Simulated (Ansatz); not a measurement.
Wavefunction ladder for C2H6BBrO2, SMILES `COB(Br)OC`

```xyz
12

C     1.6427   -0.3216    1.3784
O     0.5170    0.5347    1.4870
B    -0.3935    0.5783    0.4996
Br   -1.8932    1.7830    0.7491
O    -0.2649   -0.1798   -0.6066
C    -1.1822   -0.1861   -1.6832
H     2.2321   -0.1953    2.2855
H     1.3325   -1.3651    1.2874
H     2.2504   -0.0593    0.5093
H    -0.8045   -0.8899   -2.4240
H    -1.2641    0.8059   -2.1322
H    -2.1722   -0.5046   -1.3503
```

Total charge 0; spin multiplicity 1. Correlated methods include outer-core shells of Br, which these sets cover unevenly. Scalar relativity is left out up to krypton. All single points use the PBE0-D4/def2-TZVP geometry. It is one conformer, not always the lowest. Frozen core, restricted reference, Ansatz.

| basis | HF (Eh) | MP2 corr. | CCSD corr. | (T) | CCSD(T) total |
| --- | --- | --- | --- | --- | --- |
| def2-SVP | ? | -0.95895 | -1.00154 | ? | ? |
| def2-TZVPP | -2826.29158 | ? | -1.22132 | -0.04593 | ? |
| def2-QZVPP | -2826.35299 | ? | – | – | – |

Fill in the withheld values. (Estimate.)

Computed: def2-SVP HF (Eh): -2825.68089; def2-SVP (T): -0.02595; def2-SVP CCSD(T) total: -2826.70838; def2-TZVPP MP2 corr.: -1.18729; def2-TZVPP CCSD(T) total: -2827.55883; def2-QZVPP MP2 corr.: -1.57196.
